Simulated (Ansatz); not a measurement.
Ideal-gas functions of ClFInO, SMILES `[O][In]([F])[Cl]` radical at 298.15 K and 1 bar, from an Ansatz frequency run at PBE0-D4/def2-TZVP.

Molar mass 185.27 g/mol, point group Cs (symmetry number 1), electronic degeneracy 2, moments of inertia 96.842, 210.882, 307.724 u Å². Harmonic wavenumbers (cm⁻¹, unscaled): 97, 121, 131, 385, 597, 618.

Use S(trans) = R[1.5 ln M + 2.5 ln T − 1.1517]; rotational temperatures θ = 24.2544 K / I; S(rot) = R[ln(√π/σ · √(T³/θAθBθC)) + 1.5]; for each mode x = 1.438777 ν̃/T, S = R[x/(eˣ − 1) − ln(1 − e⁻ˣ)] and H = RT x/(eˣ − 1); 1 cm⁻¹ = 0.0119627 kJ/mol; R = 8.31446 J/(mol·K).

Problem. By hand: the entropy, in J/(mol·K).

Solution. Translation 174.0. Rotation: θ = 0.2505, 0.115, 0.0788 K, giving 113.6. Vibration, mode by mode: 14.70, 12.90, 12.26, 4.27, 1.90, 1.76, in all 47.8. Electronic 5.8. Sum 341.2 J/(mol·K).

Problem. By hand: H − E and G − E in kJ/mol, counted from the electronic energy.

Solution. Zero-point energy ½ × 1949 × 0.0119627 = 11.7; thermal vibration 7.2; translation, rotation and pV give 4 RT = 9.9. H − E = 28.8 kJ/mol, and G − E = 28.8 − 298.15 × 341.2/1000 = -72.9 kJ/mol.

Vibration gives 14 % of the entropy, 39.9 J/(mol·K) of it from the modes under 150 cm⁻¹: soft modes count most, and the harmonic formula is weakest for them.
